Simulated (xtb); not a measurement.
C₃H₇Si (SMILES C1C[SiH]C1), doublet, at a GFN2-xTB geometry. Base run: GFN2-xTB (xtb).

Here is a job for xtb.
```
$ xtb mol.xyz --gfn 2 --uhf 1 --json

# file mol.xyz
11

C      0.07166054    -1.07389880     0.75107332
C      1.21647703    -0.21911639     0.17752608
Si    -0.07160241     0.97363099    -0.59501866
C     -1.14255145    -0.50388412    -0.00456330
H     -0.03171157    -0.90288341     1.82284416
H      0.21309311    -2.14337808     0.59131516
H      1.82583574    -0.77478368    -0.53242339
H      1.88638902     0.18932069     0.93237250
H     -0.27982443     2.23653886     0.12751811
H     -1.99632117    -0.27937673     0.63267274
H     -1.48854371    -1.17487564    -0.78825468
```

The base run was repeated with changes; each row names its change, and settings that it needs were set with it.

| change | ΔE vs base (kcal/mol) | dipole (D) | G_solv (kcal/mol) | SCF cycles |
|---|---|---|---|---|
| base | 0.000 | 0.35 | - | 11 |
| file = coord | 0.000 | 0.35 | - | 11 |
| acc = 1000 | 0.036 | 0.37 | - | 5 |
| etemp = 10000 | -22.08 | 1.02 | - | 12 |
| etemp = 5000 | -2.32 | 0.35 | - | 11 |
| alpb = water | 0.86 | 0.52 | 0.68 | 13 |
| alpb = toluene | -2.14 | 0.44 | -2.18 | 11 |
| alpb = acetone | -2.17 | 0.41 | -2.21 | 12 |
| acc = 0.0001 | 0.000 | 0.35 | - | 19 |

ALPB and GBSA are two models with their own fitted parameters for each solvent, which aren't always the measured dielectric constant.
